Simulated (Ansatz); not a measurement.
Consider the redistribution: `F[Si](F)(Cl)Br` + `C[SiH](N)Br` → `F[Si](F)(Br)Br` + `C[SiH](N)Cl`.

Computed with Ansatz on PBE0-D4/def2-TZVP structures; ΔE is electronic, products minus reactants. CCSD(T)/CBS is the MP2 limit (def2-TZVPP, def2-QZVPP) plus CCSD(T) − MP2 in def2-TZVPP, frozen cores. For Br outer-core shells are correlated without core-valence functions, which leaves a few kJ/mol of doubt a bond. Scalar relativity is left out up to krypton. Each species was taken in one conformer, which may not be the lowest.

`F[Si](F)(Cl)Br`:

Cartesian coordinates in Å:
```
F 0.534 0.827 1.299
Si -0.042 0.007 0.089
F -1.560 -0.274 0.385
Cl 0.937 -1.743 -0.045
Br 0.132 1.183 -1.728
```

`C[SiH](N)Br`:

Cartesian coordinates in Å:
```
C -0.975 -0.670 0.776
Si 0.282 0.542 0.153
N 0.550 0.303 -1.514
Br 2.128 0.272 1.419
H -0.630 -1.695 0.623
H -1.922 -0.537 0.248
H -1.144 -0.530 1.845
H -0.099 1.959 0.345
H 0.723 -0.627 -1.864
H 1.088 0.981 -2.031
```

`F[Si](F)(Br)Br`:

Cartesian coordinates in Å:
```
F 1.521 -0.213 0.577
Si 0.034 -0.021 0.103
F -0.887 -0.179 1.369
Br -0.463 -1.569 -1.339
Br -0.205 1.981 -0.709
```

`C[SiH](N)Cl`:

```xyz
10

C    -0.424    1.238   -0.524
Si   -0.358   -0.390    0.359
N     1.259   -0.915    0.493
Cl   -1.582   -1.701   -0.699
H    -1.457    1.575   -0.630
H     0.139    1.994    0.029
H     0.004    1.151   -1.526
H    -0.927   -0.357    1.725
H     1.863   -0.896   -0.314
H     1.482   -1.698    1.087
```

```csv
species,CCSD(T)/CBS(def2) energy (Eh)
`F[Si](F)(Cl)Br`,-3522.00110
`C[SiH](N)Br`,-2958.86440
`F[Si](F)(Br)Br`,-5635.53679
`C[SiH](N)Cl`,-845.32705
```

Task: Work out ΔE.

Result: ΔE = (-5635.53679) + (-845.32705) − (-3522.00110) − (-2958.86440) = 0.00166 Eh = +4.4 kJ/mol.

Task: What do rigid-rotor, harmonic-oscillator terms from PBE0-D4/def2-TZVP frequencies (298.15 K, 1 bar) make of the CCSD(T)/CBS value? (An estimate is asked.)

Result: The calculation gave: ΔZPE = -0.3 kJ/mol, ΔH = +4.2 kJ/mol, ΔS = -5 J/(mol·K), ΔG = +5.8 kJ/mol.

Largest T1 diagnostic among the species: 0.010.

Leaving LDA and LC-ωPBE aside and taking each functional with its dispersion term where it has one, the values, not all of them listed here, spread over 2.4 kJ/mol, from BLYP-D4 to r2SCAN0-D4.
